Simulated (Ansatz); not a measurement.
`CO[SiH](F)[SiH3]`. Charge 0, multiplicity 1.

```json
{"atom": "C1", "x (Å)": "-0.684", "y (Å)": "-0.438", "z (Å)": "2.139"}
{"atom": "O2", "x (Å)": "-0.610", "y (Å)": "0.041", "z (Å)": "0.812"}
{"atom": "Si3", "x (Å)": "0.493", "y (Å)": "-0.427", "z (Å)": "-0.292"}
{"atom": "F4", "x (Å)": "0.225", "y (Å)": "-1.943", "z (Å)": "-0.744"}
{"atom": "Si5", "x (Å)": "0.250", "y (Å)": "0.989", "z (Å)": "-2.136"}
{"atom": "H6", "x (Å)": "0.313", "y (Å)": "-0.586", "z (Å)": "2.569"}
{"atom": "H7", "x (Å)": "-1.218", "y (Å)": "0.300", "z (Å)": "2.740"}
{"atom": "H8", "x (Å)": "-1.229", "y (Å)": "-1.385", "z (Å)": "2.176"}
{"atom": "H9", "x (Å)": "1.845", "y (Å)": "-0.445", "z (Å)": "0.333"}
{"atom": "H10", "x (Å)": "0.574", "y (Å)": "2.384", "z (Å)": "-1.733"}
{"atom": "H11", "x (Å)": "1.185", "y (Å)": "0.576", "z (Å)": "-3.217"}
{"atom": "H12", "x (Å)": "-1.144", "y (Å)": "0.935", "z (Å)": "-2.647"}
```

Problem. List the harmonic frequencies (cm⁻¹, unscaled) at PBE0-D4/def2-TZVP in Ansatz. (Estimate.)

Solution. The calculation gave: 75, 83, 95, 114, 160, 251, 325, 423, 507, 536, 774, 805, 835, 883, 902, 936, 938, 1148, 1181, 1217, 1481, 1492, 1501, 2198, 2221, 2230, 2236, 3024, 3096, 3129.

Problem. Is this a minimum?

Solution. Yes, all 30 modes are real.

Problem. Give the ideal-gas thermochemistry at 298.15 K and 1 bar (rigid rotor, harmonic oscillator; point group C1, symmetry number 1).

Solution. Zero-point energy 208.1 kJ/mol; H(298) − E = 233.0 kJ/mol; entropy 381.9 J/(mol·K), of which translation 167.5, rotation 115.7, vibration 98.6; G(298) − E = 119.2 kJ/mol. Modes under 100 cm⁻¹ are hindered rotations or soft bends, so the harmonic entropy is rough.

Problem. Rotational constants (cm⁻¹)?

Solution. 0.159, 0.06039, 0.04743.
